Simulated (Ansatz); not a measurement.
A structure relaxed at PBE0-D4/def2-TZVPD in Ansatz, charge -1, singlet:

```tsv
atom	x (Å)	y (Å)	z (Å)
Cs1	1.466	-1.066	-1.735
Cs2	0.509	2.244	0.999
H3	-0.761	-0.666	0.540
H4	-0.650	-1.133	1.144
H5	-0.563	0.621	-0.949
```

Problem. Give its formula and point group.

Solution. the cluster Cs2H3⁻. Point group Cs (tolerance 0.1 Å).

Problem. Summarise the bond lengths by kind (pairs closer than 1.2 times the sum of covalent radii, bridged metal pairs left out).

Solution. 4 × Cs–H 2.75 to 3.21 Å.

In the def2 sets Cs takes a core potential; there is no spin–orbit coupling. The restricted singlet is unstable towards broken spin symmetry at other levels; at PBE0-D4/def2-TZVPD this wasn't settled. The highest occupied level of the charge -1 singlet lies above zero (up to 0.33 eV). The electron is either unbound and held by the finite basis, or the level is raised by self-interaction error. In the singlet, H3 and H4 lie 0.77 Å apart (atoms count from 1), so H2 has formed as a molecule. Another isomer (triplet) lies 0.20 eV lower at PBE0-D4/def2-TZVPD; other spin states weren't run for this one.
